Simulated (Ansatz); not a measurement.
Relaxation of Cl$_{2}$F$_{2}$H$_{3}$OTa (9 atoms, charge 0, multiplicity 1), to a largest force component of 0.03 eV/Å in at most 50 steps.

The calculation used Ansatz 0.2.0, RHF/def2-SVP.

```xyz
9
Properties=species:S:1:pos:R:3:forces:R:3
Ta -0.172 0.101 -0.080 0.86 0.19 -0.13
F 1.718 0.228 -0.242 -0.89 0.24 0.19
O 0.052 -0.342 1.705 0.01 0.02 0.02
H 0.237 -0.633 2.582 0.01 -0.01 0.03
Cl -0.213 0.579 -2.394 -0.04 0.02 -0.04
F -1.090 1.655 0.304 -0.01 0.01 0.01
Cl -1.599 -1.703 -0.407 -0.03 -0.04 -0.01
H 1.384 -2.404 -0.651 -0.93 -1.26 -0.12
H 1.848 -1.867 -0.607 1.01 0.84 0.04
```

Where does it end, and by what steps?

The forces met the threshold. The force dipped under the threshold on the way, but the program's further checks kept it going. After 16 steps the energy has fallen by 0.199 eV; H8 moved furthest, 0.95 Å.

```csv
step,energy less start (eV),largest force component (eV/Å),accepted
0,0.0000,1.262,yes
1,-0.1149,0.210,yes
2,-0.1447,0.186,yes
3,-0.1653,0.121,yes
4,-0.1860,0.161,yes
5,-0.1891,0.394,yes
6,-0.1931,0.071,yes
7,-0.1942,0.069,yes
8,-0.1956,0.099,yes
9,-0.1890,0.662,no
10,-0.1978,0.014,yes
11,-0.1975,0.221,no
12,-0.1987,0.053,yes
13,-0.1980,0.118,no
14,-0.1989,0.039,yes
15,-0.1989,0.051,no
16,-0.1991,0.014,yes
```

```xyz
9
Properties=species:S:1:pos:R:3
Ta -0.316 0.292 -0.023
F 1.529 0.219 -0.254
O -0.092 -0.099 1.776
H 0.057 -0.251 2.694
Cl -0.445 1.024 -2.272
F -1.285 1.811 0.435
Cl -1.533 -1.624 -0.451
H 1.897 -3.174 -0.868
H 2.353 -2.583 -0.828
```

The run took 36 s on 2 threads of Arm Neoverse V2, on a shared host, peak memory 0.3 GiB.
